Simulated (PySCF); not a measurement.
## Nickel: a sound run and one with changed settings

Sound run: Ni [Ar] 3d8 4s2, Ni⁺ [Ar] 3d9. Computed with PySCF 2.14 in pcseg-2, with no relativity, point nucleus. In the sound run the correlated levels freeze [Ar]. The sound run starts from symmetry-adapted Hartree-Fock orbitals and uses a fine grid where one is needed.

Changed run: scalar relativity by spin-free X2C-1e. This setting is unsound on purpose.

| species | method | sound run (hartree) | changed run (hartree) | converged |
| --- | --- | --- | --- | --- |
| Ni | UHF | -1506.85299 | -1516.86351 | yes |
| Ni | PBE | -1508.04124 | -1518.04937 | yes |
| Ni | r2SCAN | -1508.27055 | -1518.27969 | yes |
| Ni | MP2 | -1507.13209 | -1517.14708 | yes |
| Ni⁺ | UHF | -1506.56688 | -1516.55862 | yes |
| Ni⁺ | PBE | -1507.77952 | -1517.76670 | yes |
| Ni⁺ | r2SCAN | -1507.98861 | -1517.97635 | no |
| Ni⁺ | MP2 | -1506.89350 | -1516.88873 | yes |

Ionisation energy of Ni:

```csv
method,sound run (eV),changed run (eV)
UHF,7.785,8.296
PBE,7.122,7.692
MP2,6.492,7.030
SCS-MP2,6.716,7.249
```

Most of the change in total energy is the relativistic energy itself. On top of that the contraction fixes the core shape for the Hamiltonian it was made with, so the changed run is not a good calculation with the other Hamiltonian either.

For comparison, NIST gives 7.640 eV between the lowest levels.
